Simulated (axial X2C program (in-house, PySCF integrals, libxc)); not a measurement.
# Bond lengths and stretching modes, held linear, of FCoF⁻

Computed with an in-house all-electron X2C program for linear molecules (integrals from PySCF): two-component X2C with atomic mean-field Coulomb and Gaunt terms, Gaussian nuclei, basis F dyall-av3z, Co dyall-v3z with contracted cores. Spin-free rows use the one-electron spin-free X2C Hamiltonian.

Masses F 18.998, Co 58.933, F 18.998 u. States: 2c Ω = 1 (beyond evenly filled blocks: ω = -1/2, ω = 3/2); spin-free M_S = 1, Λ = 0 (beyond evenly filled blocks: π+α, π-α).

TPSSh, 2c: energies above the lowest point

```json
{"r(F–Co) (Å)": "1.7267", "r(Co–F) (Å)": "1.7267", "E (meV)": "35.58"}
{"r(F–Co) (Å)": "1.7267", "r(Co–F) (Å)": "1.7710", "E (meV)": "17.41"}
{"r(F–Co) (Å)": "1.7267", "r(Co–F) (Å)": "1.8153", "E (meV)": "35.82"}
{"r(F–Co) (Å)": "1.7710", "r(Co–F) (Å)": "1.7267", "E (meV)": "17.41"}
{"r(F–Co) (Å)": "1.7710", "r(Co–F) (Å)": "1.7710", "E (meV)": "0.00"}
{"r(F–Co) (Å)": "1.7710", "r(Co–F) (Å)": "1.8153", "E (meV)": "19.01"}
{"r(F–Co) (Å)": "1.7710", "r(Co–F) (Å)": "1.8596", "E (meV)": "65.85"}
{"r(F–Co) (Å)": "1.8153", "r(Co–F) (Å)": "1.7267", "E (meV)": "35.82"}
{"r(F–Co) (Å)": "1.8153", "r(Co–F) (Å)": "1.7710", "E (meV)": "19.01"}
{"r(F–Co) (Å)": "1.8153", "r(Co–F) (Å)": "1.8153", "E (meV)": "38.49"}
{"r(F–Co) (Å)": "1.8596", "r(Co–F) (Å)": "1.7710", "E (meV)": "65.85"}
{"r(F–Co) (Å)": "1.8596", "r(Co–F) (Å)": "1.8596", "E (meV)": "133.20"}
```

Fit a quadratic surface with cubic terms in each bond: where is the minimum, and what are the two stretching wavenumbers?

At TPSSh, 2c: bonds 1.768 and 1.768 Å; harmonic stretches 521.8 and 660.4 cm⁻¹; force constants 3.01, 3.01 and coupling 0.04 mdyn/Å.

The other levels and Hamiltonians give:

| Hamiltonian | level | r(F–Co) (Å) | r(Co–F) (Å) | lower stretch (cm⁻¹) | upper stretch (cm⁻¹) |
| --- | --- | --- | --- | --- | --- |
| 2c | PBE0 | 1.770 | 1.770 | 519.6 | 660.2 |
| 2c | HF | 1.802 | 1.802 | 526.1 | 661.2 |
| 2c | MP2 | 1.780 | 1.780 | 516.8 | 643.2 |
| spin-free | PBE0 | 1.770 | 1.770 | 519.9 | 660.7 |
| spin-free | HF | 1.801 | 1.801 | 526.3 | 661.6 |
| spin-free | TPSSh | 1.768 | 1.768 | 522.1 | 660.8 |
| spin-free | MP2 | 1.779 | 1.779 | 517.6 | 644.5 |

Each state is one determinant, the lowest of a limited PBE0 search; the stretches come from a fit to these few points and carry an uncertainty of a few per cent. Other orders of the atoms were not compared. MP2 freezes inner shells (threshold -2 hartree). For an anion the highest level of a functional can be positive, and the basis then holds the extra electron. The molecule was held linear; bending was not examined, so a bent shape may lie lower. Open-shell Ω = 0 determinants with evenly filled partner blocks cannot be reached by this program, so the Ω shown need not be the lowest component. Note: several unpaired electrons, one determinant need not be a pure state.
